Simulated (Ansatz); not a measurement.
Ge9OH14, a cluster with a defect cut from the lattice of germanium (double-bonded O in place of two caps). The state is a triplet with charge 0. Geometry PBE-D4/def2-SVP, that of the neutral singlet; atoms count from 1.

```xyz
24

Ge   -0.470    2.778   -0.861
Ge   -2.778   -0.298    0.246
Ge    0.240   -0.873   -2.330
Ge    2.871    0.593    0.301
Ge    0.446   -2.405    1.371
Ge   -1.505    0.680   -1.600
Ge    1.177    2.287    0.920
Ge   -1.268   -0.820    2.095
Ge    1.731   -1.438   -0.472
O     1.089    2.963    2.440
H    -1.521    3.792   -0.333
H     0.298    3.416   -2.058
H    -3.883    0.697    0.704
H    -3.471   -1.601   -0.247
H     1.057   -0.248   -3.498
H    -0.431   -2.177   -2.854
H     3.723    1.174   -0.867
H     3.797    0.314    1.516
H    -0.230   -3.720    0.887
H     1.402   -2.753    2.548
H    -2.450    0.998   -2.802
H    -2.067   -1.402    3.296
H    -0.574    0.493    2.564
H     2.814   -2.448   -0.967
```

Single mean-field runs in def2-TZVP are fitted with def2-universal-jkfit. At PBE0-D4/def2-TZVP a singlet of charge 0 lies 2.12 eV below the triplet at the same geometry.

(1) Estimate the Mulliken populations from the PBE0/def2-TZVP orbitals of Ansatz.

(2) Where does the spin sit?

(3) And the Mayer bond orders between bonded heavy atoms (over 0.3)?

Answers

(1) 
| atom | charge (e) | spin (α − β) |
| --- | --- | --- |
| Ge1 | 0.02 | 0.11 |
| Ge2 | 0.01 | 0.00 |
| Ge3 | 0.02 | -0.01 |
| Ge4 | 0.02 | 0.11 |
| Ge5 | 0.01 | 0.00 |
| Ge6 | -0.16 | 0.04 |
| Ge7 | 0.12 | 0.78 |
| Ge8 | -0.11 | 0.01 |
| Ge9 | -0.16 | 0.04 |
| O10 | -0.32 | 0.82 |
| H11 | 0.05 | 0.00 |
| H12 | 0.04 | 0.02 |
| H13 | 0.03 | 0.00 |
| H14 | 0.03 | 0.00 |
| H15 | 0.03 | 0.00 |
| H16 | 0.03 | 0.00 |
| H17 | 0.04 | 0.02 |
| H18 | 0.05 | 0.00 |
| H19 | 0.03 | 0.00 |
| H20 | 0.03 | 0.00 |
| H21 | 0.03 | 0.02 |
| H22 | 0.03 | 0.01 |
| H23 | 0.09 | -0.02 |
| H24 | 0.03 | 0.02 |
Mulliken values and Mayer orders depend strongly on the basis.

(2) Summed by element: Ge 1.08, O 0.82, H 0.10, of 2 unpaired in all. Largest on single atoms: O10 0.82, Ge7 0.78, Ge1 0.11.

(3) Ge1–Ge6 0.83 (2.45 Å); Ge1–Ge7 0.81 (2.48 Å); Ge2–Ge6 0.86 (2.45 Å); Ge2–Ge8 0.86 (2.44 Å); Ge3–Ge6 0.85 (2.45 Å); Ge3–Ge9 0.85 (2.45 Å); Ge4–Ge7 0.81 (2.47 Å); Ge4–Ge9 0.83 (2.45 Å); Ge5–Ge8 0.86 (2.44 Å); Ge5–Ge9 0.86 (2.45 Å); Ge7–O10 1.34 (1.67 Å).
